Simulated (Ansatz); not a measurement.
Input file for Ansatz (a quantum-chemistry and plane-wave program): R-CCSD(T)/aug-cc-pVTZ on CF2 (SMILES F[C]F), atoms moved off the minimum.

Ansatz 0.2 input:
```yaml
crystal:
  periodic: [false, false, false]
  atoms:
    - {symbol: F, position_ang: [-0.97832700, -0.26290004, 0.17771195]}
    - {symbol: C, position_ang: [-0.03775008, 0.80503918, 0.10784574]}
    - {symbol: F, position_ang: [1.06819544, -0.03122495, 0.06468643]}
basis:
  gaussian:
    orbitals: aug-cc-pVTZ
magnetization: {spin_polarized: false}
correlation: {method: ccsd_t, electrons: outside_noble_gas}
scf: {lower_state_search: off}
output: {forces: true}
```

The log:

```
WARN ansatz: RAYON_NUM_THREADS=1 ignored (pool sized by the plan → 1); use --threads N
Functional definition: HF
these checks for a lower state are left out or cut short: starts, cluster_reference, orbital_swaps, neighbouring_geometries, increment
integrals: 0.28 GiB planned
867 factors; integrals over basis functions are off by at most 1.3e-3 eV
mean field: 0.26 GiB planned
mean field evaluation 1: about -6439.1691 eV, gradient 3.6e1 eV
mean field evaluation 2: about -6439.1700 eV, gradient 3.6e1 eV
mean field evaluation 4: about -6441.6186 eV, gradient 3.0e0 eV
mean field evaluation 8: about -6441.6771 eV, gradient 1.6e-1 eV
mean field -6441.67721640 eV, -236.7272713769 hartree, gradient 2.3e-6 eV, S^2 0.000000; 0 other end points of the search recorded, 0 dependent functions left out; unrestricted orbitals would lower it
3 core orbitals not correlated
reference -6441.67721640 eV, -236.7272713769 hartree; 9, 9 occupied and 126, 126 virtual orbitals, 867 factors
densities: 1.33 GiB planned
second order -17.96624598 eV of doubles, -0.00000000 eV of singles
coupled cluster: 0.82 GiB planned
cycle   1  -17.45854997 eV  change    5.1e-1 eV  update   1.2e-1
cycle   2  -17.97558321 eV  change   -5.2e-1 eV  update   4.5e-2
cycle   3  -18.13797426 eV  change   -1.6e-1 eV  update   2.4e-2
cycle   4  -18.10952020 eV  change    2.8e-2 eV  update   6.3e-3
cycle   5  -18.10475298 eV  change    4.8e-3 eV  update   2.7e-3
cycle   6  -18.10793885 eV  change   -3.2e-3 eV  update   7.8e-4
cycle   7  -18.10755863 eV  change    3.8e-4 eV  update   3.3e-4
cycle   8  -18.10733503 eV  change    2.2e-4 eV  update   1.1e-4
cycle   9  -18.10738405 eV  change   -4.9e-5 eV  update   5.6e-5
cycle  10  -18.10738053 eV  change    3.5e-6 eV  update   2.0e-5
cycle  11  -18.10737007 eV  change    1.0e-5 eV  update   7.5e-6
perturbative correction -0.74458425 eV, -0.0273629664 hartree
the calculation of the forces begins
Total energy: -6460.52917071 eV, -237.4200679196 hartree
Atom 0 at    -0.978327    -0.262900     0.177712 Å, force     1.018983     3.131191    -0.112486 eV/Å
Atom 1 at    -0.037750     0.805039     0.107846 Å, force     0.259586    -5.777016     0.093885 eV/Å
Atom 2 at     1.068195    -0.031225     0.064686 Å, force    -1.278569     2.645825     0.018602 eV/Å
Dipole moment:     0.032896     0.072889    -0.003106 e Å
Checks for a lower state left out: starts, cluster_reference, orbital_swaps, neighbouring_geometries, increment
```

The run converged.

Cost: roughly 100 core-seconds.
